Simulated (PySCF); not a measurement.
PySCF 2.14 output of an unrestricted B2PLYP calculation on a single atom or ion in aug-cc-pV5Z-PP with ECP10MDF (8s8p7d5f4g3h2i, 197 functions), with scalar relativity through the core potential:

```
SCF conv_tol = 1e-09
number electrons alpha = 10  beta = 10
    A. D. Becke.,  Phys. Rev. A 38, 3098 (1988)
    C. Lee, W. Yang, and R. G. Parr.,  Phys. Rev. B 37, 785 (1988)
    B. Miehlich, A. Savin, H. Stoll, and H. Preuss.,  Chem. Phys. Lett. 157, 200 (1989)
cycle= 1 E= -226.70893203792  delta_E= -0.00728  |g|= 0.0679  |ddm|= 0.094
cycle= 2 E= -226.708265073461  delta_E= 0.000667  |g|= 0.109  |ddm|= 0.0476
cycle= 3 E= -226.709671234718  delta_E= -0.00141  |g|= 0.00229  |ddm|= 0.023
cycle= 4 E= -226.709674040377  delta_E= -2.81e-06  |g|= 0.00199  |ddm|= 0.00221
cycle= 5 E= -226.709674583308  delta_E= -5.43e-07  |g|= 2.79e-05  |ddm|= 0.000821
cycle= 6 E= -226.709674583583  delta_E= -2.76e-10  |g|= 6.63e-07  |ddm|= 5.16e-05
converged SCF energy = -226.709674583583  <S^2> = -7.4606987e-14  2S+1 = 1
```

The run itself started from symmetry-adapted Hartree-Fock orbitals and held the occupation by maximum overlap, on a logarithmic radial grid, so the iterations belong to that start.

**Question.** Which element, charge and spin multiplicity is this?

**Answer.** Zn (zinc, neutral), multiplicity 1; the state was [Ar] 3d10 4s2, closed-shell 1S. The SCF energy lacks the PT2 part of the double hybrid.

Energies and moments cover only the electrons outside the core potential.
